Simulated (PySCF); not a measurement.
The multiplicity is imposed and other spin states were not computed.

```xyz
6

Zn     0.0611     0.0544    -0.0413
O     -0.7514     0.3488     1.6035
C     -1.7194    -0.5263     2.1190
H     -2.6470    -0.6072     1.4958
H     -2.0470    -0.1372     3.1143
H     -1.3507    -1.5690     2.2989
```

Charge 0, multiplicity 2.

Give the Mulliken and meta-Löwdin atomic charges from PySCF with TPSSh-D3(BJ)/def2-TZVP // BP86-D3(BJ)/def2-SVP.


```json
[
 {"atom": "Zn1", "Mulliken (e)": "0.33", "meta-Löwdin (e)": "0.66"},
 {"atom": "O2", "Mulliken (e)": "-0.50", "meta-Löwdin (e)": "-0.83"},
 {"atom": "C3", "Mulliken (e)": "-0.14", "meta-Löwdin (e)": "-0.09"},
 {"atom": "H4", "Mulliken (e)": "0.09", "meta-Löwdin (e)": "0.08"},
 {"atom": "H5", "Mulliken (e)": "0.12", "meta-Löwdin (e)": "0.10"},
 {"atom": "H6", "Mulliken (e)": "0.09", "meta-Löwdin (e)": "0.08"}
]
```
